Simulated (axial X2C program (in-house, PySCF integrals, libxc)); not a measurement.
**Nuclear properties of HTaH⁻**

Calculated with an in-house all-electron X2C program for linear molecules (integrals from PySCF): two-component X2C with atomic mean-field Coulomb and Gaunt terms, Gaussian nuclei, basis H dyall-v3z, Ta dyall-v3z with contracted cores.

H–Ta–H held linear, with bonds 1.880 and 1.880 Å (a rough geometry, not the PBE0 minimum).

Input and command:
```json
{"zs": [1, 73, 1], "q": -1, "bas": ["dyall-v3z", "dyall-v3z", "dyall-v3z"], "r0": [1.78, 1.78], "symm": 1, "scan": ["PBE0", "HF", "LDA"], "levels": ["PBE0", "HF", "r2SCAN"], "nst": 2}
```
```bash
python solin.py task.json out
```

Keys: zs atomic numbers; q charge; bas basis sets; r0 starting distance in Å; symm equal bonds; scan levels of the two-bond scan; levels methods; nst determinants followed.

Determinant lowest in the PBE0 search, Ω = 1 (⟨Sz⟩ = 1.93, ⟨Lz⟩ = -0.93 at PBE0), spin on the atoms H -0.03, Ta 1.99, H -0.03:

```
 level  A∥/gI H (MHz)  qzz H (a.u.)  A∥/gI Ta (MHz)  qzz Ta (a.u.)
  PBE0         0.0872          0.08            1780          -8.21
    HF          -2.23          0.08            1440          -9.47
r2SCAN         -0.373          0.08            2400          -8.08
```

Determinant 0.01 eV from it at PBE0 and this distance, Ω = 2 (⟨Sz⟩ = -0.98, ⟨Lz⟩ = 2.98 at PBE0), spin on the atoms H 0.02, Ta -1.02, H 0.02:

```json
{"level": "PBE0", "A∥/gI H (MHz)": "4.67", "qzz H (a.u.)": "0.07", "A∥/gI Ta (MHz)": "624", "qzz Ta (a.u.)": "-12.86"}
{"level": "HF", "A∥/gI H (MHz)": "6.52", "qzz H (a.u.)": "0.07", "A∥/gI Ta (MHz)": "160", "qzz Ta (a.u.)": "-14.25"}
{"level": "r2SCAN", "A∥/gI H (MHz)": "5.17", "qzz H (a.u.)": "0.07", "A∥/gI Ta (MHz)": "445", "qzz Ta (a.u.)": "-12.68"}
```

A∥ (defined per Ω) follows by multiplying with gI = μI/(I μN); qzz is the electric field gradient, eQq0 = 234.96 MHz × Q/barn × qzz. The operators were transformed with the bare-nucleus X2C matrices; with these basis sets, hyperfine constants and field gradients can be off by tens of per cent, and where levels differ in sign neither size nor sign is settled.

Task: With gI(181Ta) = 0.6773, Q(181Ta) = 3.17 barn (g factors from the IAEA table of nuclear moments by Stone; Q from Pyykkö, Mol. Phys. 2018), turn the PBE0 values of the first state into constants in MHz.

Result: A∥(181Ta) = 1780 × 0.6773 = 1210 MHz; eQq0(181Ta) = 234.96 × (3.17) × (-8.21) = -6110 MHz.

The molecule was held linear; bending was not examined, so a bent shape may lie lower.

Each state is one determinant with collinear spin, which with several unpaired electrons need not be a pure state. Unrestricted Hartree–Fock can overshoot spin polarisation at the nuclei. For an anion, determinants above electron detachment, or with a positive highest level, are held by the basis set. With several open shells hyperfine constants can be off by a factor of several. Open-shell Ω = 0 determinants with evenly filled partner blocks cannot be reached by this program, so the Ω shown need not be the lowest component. States lie within half an eV, so the first need not be the ground state. Where a field gradient or hyperfine factor spreads by more than a factor of two over the levels, a constant derived from it is not to be relied on. PBE0 term energies can be off by some tenths of an eV.
